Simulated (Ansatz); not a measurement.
```csv
atom,x (Å),y (Å),z (Å)
S,-0.0352,0.0234,-0.0267
O,1.4136,-0.0320,0.0265
O,-0.7472,1.2888,-0.0129
O,-0.7399,-1.2796,0.0340
```

Basis set: 6-31G* (spherical functions). Left uncorrelated: 8 orbitals. Charge 0, multiplicity 1.

Computed with Ansatz (development build ahead of 0.2.0); each method stands on the lowest determinant of its kind that the runs found. Restricted open shells among the atoms or ions are ROHF, correlated in semicanonical orbitals with singles.

**Question.** Give the atomization energy at this shape (free ground-state atoms in the same class of orbitals less the molecule, no zero-point energy) of singlet SO3 by RHF-MP2, RHF.

**Answer.**

| method | atomization energy |
| --- | --- |
| RHF-MP2 | 12.89 eV |
| RHF | 4.26 eV |
